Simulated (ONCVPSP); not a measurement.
## Ranking ONCV potentials for Ta

All share these settings but for the change named:

```
Element                 : Ta
Generator               : ONCVPSP 4.0.1
Type                    : optimised norm-conserving Vanderbilt (ONCV)
Functional              : revPBE
Relativity              : fully relativistic
Frozen core             : [Kr] 4d10 4f14
Valence charge          : 13
Reference configuration : 5s2 5p6 5d3 6s1 6p1
Partial waves           : 5s+6s: rc 1.85 bohr, ncon 4, nbas 8, qcut 7.5 1/bohr, 2 projectors; 5p+6p: rc 2.45 bohr, ncon 5, nbas 9, qcut 4.3 1/bohr, 2 projectors; 5d: rc 2.90 bohr, ncon 5, nbas 10, qcut 4.9 1/bohr, 2 projectors, debl 2.5 Ha; f scattering state at 0.25 Ha: rc 3.10 bohr, ncon 3, nbas 6, qcut 3.6 1/bohr, 2 projectors, debl 0.9 Ha
Local potential         : polynomial inside 1.50 bohr (lpopt 5, dvloc0 2 Ha)
Core correction         : none
```

Open shells are filled in proportion to 2j + 1.

Test errors are all-electron minus pseudo excitation energies from the reference, over 5s2 5p6 5d3 6s2 6p0; 5s2 5p6 5d3 6s1 6p0; 5s2 5p6 5d3 6s0 6p0; 5s1 5p6 5d3 6s2 6p0. None of these files shows a bound ghost.

The base gives 383.7 meV.

Of 8 variants that were run, those that failed, showed a ghost or another fault, or gave nearly equal values are left out.

A variant can come out equal or close to the base, since the largest error may sit in a test that the change hardly touches while other tests move.

Q: Rank these variants by their largest absolute test error, smallest first.
A. functional BLYP
B. core correction Teter function, fcfact 2.75, rcfact 1.25
C. d: qcut 3.1

A: A (386.4 meV), B (440.8 meV), C (555.1 meV).
